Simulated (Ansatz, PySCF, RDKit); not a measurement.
Complex: C2H4 (SMILES C=C) (first 6 atoms) with CH3Cl (SMILES CCl); geometry from B3LYP-D3(BJ)/def2-TZVP, rigid monomers moved along the line of their centres of mass till C1···H11 is 3.34 Å.
(charge 0, multiplicity 1):
```xyz
11

C      0.542    -0.475     0.214
C     -0.396     0.461     0.225
H      0.538    -1.283     0.936
H      1.342    -0.473    -0.516
H     -0.404     1.269    -0.496
H     -1.196     0.448     0.956
C      0.438     0.307     4.351
Cl    -0.821    -0.960     4.167
H      0.006     1.136     4.903
H      1.273    -0.121     4.896
H      0.744     0.622     3.358
```

Monomers are frozen at their geometry in the pair; levels with a basis set take the counterpoise correction. Rows marked so take none. RDKit's UFF carries no charges.

Rows in 6-31G* carry no dispersion term and start afresh at each structure (6-31G* with six Cartesian d functions).

Codes used: Ansatz (Gaussian basis) for Hartree–Fock, density functionals and correlated methods; PySCF for 6-31G* rows, the dispersion terms; RDKit for the force fields. Each number belongs to the level named beside it.

### Question
One of these levels gives -1.10 kcal/mol for the interaction energy. Which?
(A) PBE-D4/def2-TZVPPD
(B) BP86/6-31G* (no counterpoise)
(C) UFF

### Answer
C, UFF. The others give -1.89 (PBE-D4/def2-TZVPPD), -0.56 (BP86/6-31G* (no counterpoise))

Ansatz is an electronic-structure program.
